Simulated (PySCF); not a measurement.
H₁₂AlO₆ (cation, charge +3), singlet (GFN2-xTB optimised geometry):

```
19

Al     0.000     0.000     0.000
O     -1.895     0.000     0.000
H     -2.485     0.008    -0.770
H     -2.485    -0.008     0.771
O      1.895     0.000     0.000
H      2.485    -0.008    -0.771
H      2.485     0.008     0.770
O      0.000     1.895     0.000
H     -0.770     2.485    -0.018
H      0.770     2.485     0.018
O      0.000     0.000     1.895
H      0.024    -0.770     2.485
H     -0.024     0.770     2.485
O      0.000     0.000    -1.895
H      0.023     0.770    -2.485
H     -0.024    -0.770    -2.485
O      0.000    -1.895     0.000
H     -0.770    -2.485     0.016
H      0.770    -2.485    -0.016
```

Computed with B3LYP/def2-SVP (PySCF 2.14.0).

Q: What are the frontier orbital energies?

A: HOMO-2 -23.96 eV, HOMO-1 -23.96 eV, HOMO -23.96 eV, LUMO -12.94 eV, LUMO+1 -11.45 eV.

On the same geometry PBE/def2-SVP (PySCF 2.14.0) gives HOMO-2 -22.33 eV, HOMO-1 -22.33 eV, HOMO -22.33 eV, LUMO -13.54 eV, LUMO+1 -12.05 eV.

Meta-Löwdin charges at B3LYP/def2-SVP: Al1 1.19, O2 -0.51, H3 0.41, H4 0.41, O5 -0.51, H6 0.41, H7 0.41, O8 -0.51, H9 0.41, H10 0.41, O11 -0.51, H12 0.41, H13 0.41, O14 -0.51, H15 0.41, H16 0.41, O17 -0.51, H18 0.41, H19 0.41.
